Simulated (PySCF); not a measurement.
C2H5NO2Si. Atoms are numbered in the order given.

```xyz
11

O      1.8505     0.3621     1.1065
Si     0.5376     0.7175     0.1632
C     -1.1516     0.1715     0.8130
N     -1.6819    -0.6971     0.0387
C     -0.8726    -1.0005    -1.1278
O      0.3452    -0.2868    -1.1617
H      1.9521    -0.5463     1.4094
H      0.7231     2.1386    -0.1936
H     -1.7055     0.4598     1.7184
H     -0.6743    -2.0867    -1.1340
H     -1.4688    -0.7594    -2.0248
```

Geometry: ωB97X-D3(BJ)/def2-SVP. The structure was generated by enumeration; whether it is a known compound was not checked. Other conformers were not sampled.

Level of theory: PBE/pcSseg-1 run with PySCF.

GIAO shieldings, no solvent; atoms listed in one row are averaged. δ = σ(ref) − σ: ¹⁷O against H2O (σ = 334.3 ppm); ²⁹Si against TMS (σ = 335.4 ppm); ¹³C against TMS (σ = 182.0 ppm); ¹⁵N against NH3 (σ = 267.0 ppm); ¹H against TMS (σ = 31.49 ppm), references at their B3LYP-D3(BJ)/def2-TZVP geometries, non-relativistic.

Computed chemical shifts:
```
nucleus  atoms  count  δ (ppm)
-------  -----  -----  -------
¹⁷O         O6      1    125.3
¹⁷O         O1      1     70.7
²⁹Si       Si2      1    -17.3
¹³C         C3      1    174.2
¹³C         C5      1    103.2
¹⁵N         N4      1    464.2
¹H          H9      1     8.65
¹H         H10      1     6.32
¹H         H11      1     6.24
¹H          H8      1     5.41
¹H          H7      1     1.95
```
